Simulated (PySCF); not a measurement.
These 3 structures share the formula C2H8AlN. The calculation used PBE0-D3(BJ)/def2-SVP geometry optimisation, gas phase in PySCF. One conformer each; no zero-point energy, no entropy. No frequencies were run at this level. Point groups hold within 0.08 Å.

Question: Rank from lowest to highest electronic energy at this level (kcal/mol).
A. `C[N](C)[AlH2]`
B. `[CH2:1]=[CH:2][AlH2-:3][NH3+:4]` with C1–C2–Al3–N4 -98°
C. `[CH3:1][NH:2][AlH:3][CH3:4]` with C1–N2–Al3–C4 -179°

Answer: C (0.0), A (13.8), B (21.2).

| SMILES | E (Eh) | E rel (kcal/mol) | dipole (D) | point group | A, B, C (MHz) |
| --- | --- | --- | --- | --- | --- |
| C[NH][AlH][CH3] | -377.78202 | 0.0 | 1.25 | near Cs | 19875, 2588, 2358 |
| C[N](C)[AlH2] | -377.75996 | 13.8 | 1.12 | C2v | 8853, 4387, 3046 |
| C=[CH][AlH2-][NH3+] | -377.74822 | 21.2 | 5.51 | C1 | 9338, 3048, 2645 |

How do the relative energies change in single points at PBE0/pcSseg-1 (no added dispersion term) on the same geometries?

| SMILES | PBE0-D3(BJ)/def2-SVP (kcal/mol) | PBE0/pcSseg-1 (kcal/mol) | shift |
| --- | --- | --- | --- |
| C[NH][AlH][CH3] | 0.0 | 0.0 | 0.0 |
| C[N](C)[AlH2] | 13.8 | 14.9 | +1.1 |
| C=[CH][AlH2-][NH3+] | 21.2 | 21.8 | +0.6 |

Each column counts from its own lowest isomer. The order is unchanged; the largest shift is 1.1 kcal/mol.
